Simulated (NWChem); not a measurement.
diboron tetrafluoride (B₂F₄); SMILES FB(F)B(F)F

```xyz
6

F     -0.7934     0.7934     1.5528
B      0.0000     0.0000     0.8612
F      0.7934    -0.7934     1.5528
B      0.0000     0.0000    -0.8612
F      0.7934     0.7934    -1.5528
F     -0.7934    -0.7934    -1.5528
```
Atoms are numbered in this order, from 1.

Program: NWChem. Coordinates come from a PBE0/def2-SVP optimisation. Level PBE/def2-SVP: single points from the atomic guess with DIIS by default; each run changes one setting, and all converged runs end within 0.3 mHa of each other. NWChem's automatic level shift, which a small gap switches on, acted in some of these runs.

### Question
Which setting needs the most SCF iterations, or fails (occupation smearing of 0.005 Ha; level shift of 0.5 Ha throughout; DIIS on 20 Fock matrices; defaults; no level shifting; core-Hamiltonian guess)?

### Answer
core-Hamiltonian guess, with 16 against 6 for the defaults.
```tsv
setting	SCF iterations
defaults	6
core-Hamiltonian guess	16
occupation smearing of 0.005 Ha	6
DIIS on 20 Fock matrices	6
level shift of 0.5 Ha throughout	12
no level shifting	6
```
